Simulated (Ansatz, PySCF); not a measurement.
Stepwise substitution at one centre (Si NH2-C2H5). All species are isolated molecules in the gas phase. One relaxed conformer stands for each flexible species; it need not be the lowest. Strings in code marks are SMILES.

Quantity: redistribution energy (mixed species minus the weighted end members), in kJ/mol.

Level 1: PBE-D3(BJ)/def2-TZVP // B3LYP-D3(BJ)/def2-SVP (PySCF)
Level 2: frozen-core MP2/cc-pVDZ // B3LYP-D3(BJ)/def2-SVP (Ansatz, an electronic-structure program)
Level 3: BP86/6-31G* // B3LYP-D3(BJ)/def2-SVP (PySCF)
Level 4: frozen-core MP2/6-31G* // B3LYP-D3(BJ)/def2-SVP (PySCF)

| species | level 2 | level 3 | level 4 |
|---|---|---|---|
| 1 of 4 NH2 replaced by C2H5: `CC[Si](N)(N)N` | 3.98 | 1.44 | 3.27 |
| 3 of 4 NH2 replaced by C2H5: `[Si](CC)(N)(CC)CC` | 6.62 | 5.44 | 8.21 |
| 2 of 4 NH2 replaced by C2H5: `CC[Si](N)(N)CC` | 3.06 | 1.22 | 4.88 |

**Question.** What does level 1 give for each, and how far do the other levels lie from it on average?

**Answer.** 
- 1 of 4 NH2 replaced by C2H5: `CC[Si](N)(N)N`: 3.96
- 3 of 4 NH2 replaced by C2H5: `[Si](CC)(N)(CC)CC`: 7.38
- 2 of 4 NH2 replaced by C2H5: `CC[Si](N)(N)CC`: 4.69
Mean absolute difference from level 1, which has limits of its own, over these rows (drawn at random from the members that have all these levels): level 2 0.80 kJ/mol, level 3 2.64 kJ/mol, level 4 0.57 kJ/mol.
